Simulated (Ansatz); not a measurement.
Geometry optimisation, Ansatz, RKS PBE/def2-SVP.

Input file:

```yaml
crystal:
  periodic: [false, false, false]
  atoms:
    - { symbol: Mo, position_ang: [0.0, 0.0, 0.0] }
    - { symbol: Cl, position_ang: [0.0, 0.0, 2.66] }
    - { symbol: Cl, position_ang: [2.31, 0.0, 0.0] }
    - { symbol: Cl, position_ang: [0.0, 2.31, 0.0] }
    - { symbol: F, position_ang: [-1.77, 0.0, 0.0] }
    - { symbol: Cl, position_ang: [0.0, -2.31, 0.0] }
    - { symbol: Cl, position_ang: [0.0, 0.0, -2.31] }
    - { symbol: Br, position_ang: [1.8335, 1.9101, 0.8797] }
    - { symbol: H, position_ang: [1.0356, 1.0788, 2.1967] }
basis:
  gaussian: { orbitals: def2-SVP }
hamiltonian:
  xc: pbe
relax:
  f_tol: 0.15
  max_steps: 25
  restrain:
    - { distance: [0, 7], at: 3.69, k: 30.0 }
    - { distance: [8, 1], at: 2.57, k: 30.0 }
    - { distance: [0, 1], at: 2.31, k: 30.0 }
    - { distance: [8, 7], at: 1.55, k: 30.0 }
```

Command:

```bash
$ ansatz run input.yaml --threads 4 --pin off --max-ram 5120MiB --backend cpu --events-out ev --progress --plain --runs-dir out
```

**Question.** Where does it end, and by what steps?

**Answer.** It converged. The restraints hold the end off the free minimum. After 9 steps the energy has fallen by 7.432 eV (the restraints' own energy left out); H9 moved furthest, 1.23 Å. The start is strongly strained (largest force component 9 eV/Å), so its close contacts needn't be bonds. Parted: Mo1–Br8 (2.79 → 3.73 Å), Cl3–Br8 (2.16 → 3.22 Å), Cl4–Br8 (2.07 → 3.11 Å).

```
step  energy less start (eV)  largest force component (eV/Å)  accepted
   0                  0.0000                           8.834       yes
   1                 -2.5254                           6.286       yes
   2                 -4.1988                           4.817       yes
   3                 -5.6743                           3.098       yes
   4                 -6.8242                           1.897       yes
   5                 -7.2249                           1.755       yes
   6                 -7.3252                           1.842       yes
   7                 -7.3809                           1.895       yes
   8                 -7.4156                           1.907       yes
   9                 -7.4322                           1.774       yes
```

```xyz
9
Properties=species:S:1:pos:R:3
Mo -0.086 -0.094 -0.158
Cl -0.063 0.065 2.151
Cl 2.197 -0.117 -0.305
Cl -0.245 2.184 -0.433
F -1.954 -0.138 -0.051
Cl -0.121 -2.411 0.050
Cl -0.267 -0.344 -2.460
Br 1.986 2.383 1.719
H 1.962 1.461 2.913
```

The run took 63 s on 4 threads of Arm Neoverse V2, with other jobs on the host, peak memory 0.36 GiB.
